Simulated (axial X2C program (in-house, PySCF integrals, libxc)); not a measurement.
Ω levels of SmBr from open-shell CI on f5 s2

Computed with an axial X2C code built on PySCF integrals: two-component X2C with atomic mean-field Coulomb and Gaunt terms, basis Sm dyall-v3z, Br dyall-v3z (cores contracted in-house). Orbitals come from Hartree–Fock averaged over the configuration Sm f5 s2; CI then distributes these electrons over the f, s shells of Sm.

R = 2.665 Å (near the minimum of the configuration average).

Active spinors (ω > 0):

```csv
shell,ω,ε (eV),character
f,5/2,-2.47,100% Sm f
f,3/2,-2.39,100% Sm f
f,1/2,-2.33,100% Sm f
f,7/2,-2.03,100% Sm f
f,5/2,-1.95,100% Sm f
f,3/2,-1.89,100% Sm f
f,1/2,-1.86,100% Sm f
```

Filled shells are left out: they mix freely with the closed shells.

Lowest levels of this model:

| Ω | energy (cm⁻¹) | g∥ | μ (D) | configuration |
| --- | --- | --- | --- | --- |
| 1/2 | 0 | 0.67 | -3.24 | 100% f5 s2 |
| 3/2 | 220 | 2.21 | -3.24 | 100% f5 s2 |
| 5/2 | 730 | 4.02 | -3.23 | 100% f5 s2 |
| 1/2 | 1083 | 0.87 | -3.24 | 100% f5 s2 |
| 3/2 | 1274 | 2.40 | -3.23 | 100% f5 s2 |
| 5/2 | 1597 | 3.51 | -3.22 | 100% f5 s2 |
| 7/2 | 1700 | 7.46 | -3.23 | 100% f5 s2 |
| 1/2 | 2297 | 0.95 | -3.24 | 100% f5 s2 |
| 3/2 | 2424 | 2.84 | -3.23 | 100% f5 s2 |
| 5/2 | 2625 | 4.79 | -3.23 | 100% f5 s2 |
| 7/2 | 2818 | 7.37 | -3.23 | 100% f5 s2 |
| 9/2 | 2957 | 10.80 | -3.23 | 100% f5 s2 |
| 1/2 | 3619 | 1.07 | -3.24 | 100% f5 s2 |
| 3/2 | 3711 | 3.23 | -3.23 | 100% f5 s2 |
| 5/2 | 3867 | 5.51 | -3.23 | 100% f5 s2 |
| 7/2 | 4046 | 7.98 | -3.23 | 100% f5 s2 |
| 9/2 | 4235 | 10.77 | -3.23 | 100% f5 s2 |
| 11/2 | 4437 | 13.97 | -3.22 | 100% f5 s2 |
| 7/2 | 5395 | 8.43 | -3.23 | 100% f5 s2 |
| 9/2 | 5592 | 11.09 | -3.23 | 100% f5 s2 |
| 11/2 | 5825 | 13.93 | -3.23 | 100% f5 s2 |
| 13/2 | 6098 | 17.00 | -3.22 | 100% f5 s2 |
| 9/2 | 7011 | 11.29 | -3.23 | 100% f5 s2 |
| 11/2 | 7279 | 14.02 | -3.22 | 100% f5 s2 |
| 13/2 | 7579 | 16.92 | -3.22 | 100% f5 s2 |
| 15/2 | 7889 | 19.95 | -3.21 | 100% f5 s2 |
| 11/2 | 12282 | 15.98 | -3.24 | 100% f5 s2 |

g∥ is the magnitude of 2⟨Lz + ge Sz⟩ for the +Ω component. μ is positive if the Br end is positive.

(1) From Ω and g∥ of the lowest level, whose 2⟨Lz + ge Sz⟩ is positive, find ⟨Sz⟩ and ⟨Lz⟩ (ge = 2.0023).

Occupations of the active spinors in the lowest level by ω, shell by shell in order of energy: -7/2: 0.35; -5/2: 0.59 0.15; -3/2: 0.57 0.15; -1/2: 0.38 0.16 1.00; 1/2: 0.55 0.12 1.00; 3/2: 0.64 0.12; 5/2: 0.60 0.25; 7/2: 0.38. The leading determinant has weight 0.14 among 1101.

This point took 4.1 s on 1 thread of AMD EPYC 7R43 64-Core Processor (Zen 3) (shared host).

Dynamic correlation is missing, so gaps between terms are too wide and other configurations may lie lower; the lowest level listed is that of this model, not necessarily the ground state. At most 4 roots were kept for each Ω > 0 (twice that for Ω = 0) within 2.2 eV of the lowest, so higher up levels can be missing between those listed; levels with Ω > 0 are doubly degenerate and listed once, Ω = 0 levels singly.

Results:

(1) Ω = ⟨Lz⟩ + ⟨Sz⟩ = 1/2 and ⟨Lz⟩ + ge⟨Sz⟩ = 0.335, so ⟨Sz⟩ = -0.16 and ⟨Lz⟩ = 0.66.
